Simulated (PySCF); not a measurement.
Several molecules and their computed UV-vis stick spectra, shuffled. Method: PySCF 2.14.0, density-fitted response routines, TDDFT B3LYP/def2-SVPD, vertical, gas phase, core orbitals frozen in the response. Geometries: PBE0-D3(BJ)/def2-SVP; one conformer of each isolated species. Triplets are in the Tamm–Dancoff approximation. Relativistic effects are left out although some hold elements past zinc.

A. `C=C[Si](C=C)(C=C)Br`
B. `c1cc(ccc1[Se]c1ccccc1)C`
C. `CC#[N+][AlH2-][F]`
D. `CB(C)NC(C)=O`
E. `[SiH3][O][GeH3]`

Lowest singlet levels (six at most, fewer where fewer were computed) with oscillator strengths:

1. 5.74 eV (f 0.000); 5.88 eV (f 0.007 summed over 2 states); 6.14 eV (f 0.151 summed over 2 states); 6.15 eV (f 0.012); 6.18 eV (f 0.005); 6.31 eV (f 0.410 summed over 2 states); T1 4.18 eV
2. 4.91 eV (f 0.001); 6.28 eV (f 0.013); 6.63 eV (f 0.000); 6.78 eV (f 0.287); 7.11 eV (f 0.001); 7.12 eV (f 0.001); T1 4.47 eV
3. 6.48 eV (f 0.001); 6.82 eV (f 0.004); 7.28 eV (f 0.057); 7.61 eV (f 0.059); 7.79 eV (f 0.001); 7.87 eV (f 0.007); T1 6.17 eV
4. 4.04 eV (f 0.061); 4.13 eV (f 0.046); 4.29 eV (f 0.120); 4.54 eV (f 0.019); 5.10 eV (f 0.018); 5.31 eV (f 0.007); T1 3.53 eV
5. 4.83 eV (f 0.002); 5.10 eV (f 0.090); 5.80 eV (f 0.003); 6.36 eV (f 0.028); 6.45 eV (f 0.005); 7.07 eV (f 0.005); T1 4.76 eV

Question: Match each spectrum to its molecule.

Answer: 1 = A, 2 = D, 3 = E, 4 = B, 5 = C.
- A: S1 at 5.74 eV, HOMO-1→LUMO (47%), HOMO-2→LUMO+1 (42%); Löwdin shares by element: HOMO carbon 60% or more (atoms not listed hold the other 40%); LUMO (one of a set within 0.03 eV) carbon 56% or more, silicon 8% (atoms not listed hold the other 36%); HOMO -7.57 and LUMO -1.04 eV.
- B: S1 at 4.04 eV, HOMO→LUMO (86%); Löwdin shares by element: HOMO selenium 48%, carbon 24% or more (atoms not listed hold the other 28%); LUMO carbon 51% or more (atoms not listed hold the other 49%); HOMO -5.69 and LUMO -0.89 eV.
- C: S1 at 4.83 eV, HOMO→LUMO (100%); Löwdin shares by element: HOMO hydrogen 55% or more, aluminium 35%, fluorine 7%; LUMO carbon 46%, nitrogen 36%, hydrogen 6% or more; HOMO -7.11 and LUMO -1.39 eV.
- D: S1 at 4.91 eV, HOMO→LUMO (96%); Löwdin shares by element: HOMO oxygen 64%, carbon 18% or more, nitrogen 6%; LUMO carbon 23% or more, boron 20%, oxygen 20%, nitrogen 10% (atoms not listed hold the other 26%); HOMO -7.28 and LUMO -0.79 eV.
- E: S1 at 6.48 eV, HOMO→LUMO (99%); Löwdin shares by element: HOMO oxygen 43%, silicon 16%, hydrogen 14% or more, germanium 9% (atoms not listed hold the other 19%); LUMO germanium 30%, silicon 17%, oxygen 14%, hydrogen 9% or more (atoms not listed hold the other 30%); HOMO -8.18 and LUMO -0.59 eV.
C and D have S1 within 0.08 eV of each other; their strongest listed levels stand at 5.10 eV (f 0.090) and 6.78 eV (f 0.287).
